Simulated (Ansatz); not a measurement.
Molecule: C5H7Ge, net charge 0, doublet state. It need not be the lowest isomer of its formula. SMILES: [GeH2][C]1=CC=CC1
Structure (B3LYP-D3(BJ)/def2-TZVP (Ansatz, a first-principles code) minimum search):
```xyz
13

Ge     1.5245     0.2381     0.4567
C     -0.2932     0.0019    -0.0985
C     -1.3392     0.8305     0.1727
C     -2.5767     0.2599    -0.3328
C     -2.3167    -0.9339    -0.9012
C     -0.8487    -1.2180    -0.7982
H      2.5050    -0.4232    -0.5406
H      1.8459     1.7389     0.6418
H     -1.2723     1.7822     0.6820
H     -3.5454     0.7342    -0.2617
H     -3.0299    -1.5943    -1.3716
H     -0.3902    -1.3657    -1.7825
H     -0.6493    -2.1352    -0.2326
```
Charge 0, spin multiplicity 2.

Quantity: atomisation energy (electronic, to ground-state atoms), in kcal/mol. Valence correlation only, unless marked. UHF or UKS for open shells. Spin-orbit coupling is left out. Frozen are the shells of the preceding noble gas and the d and f shells that filled before the atom's block. Non-relativistic. The coupled-cluster limit lacks core correlation, which all-electron functionals hold. CBS(X,Y): correlation extrapolated as X^-3; Hartree-Fock from the larger set.

```csv
level,program,atomisation energy (kcal/mol)
revPBE-D3(BJ)/def2-TZVPD,Ansatz + dftd3,1277.0
```

Question: Estimate the value at CCSD(T)/CBS(cc-pVTZ,cc-pVQZ) as computed with Ansatz.

Answer: 1268.8 kcal/mol
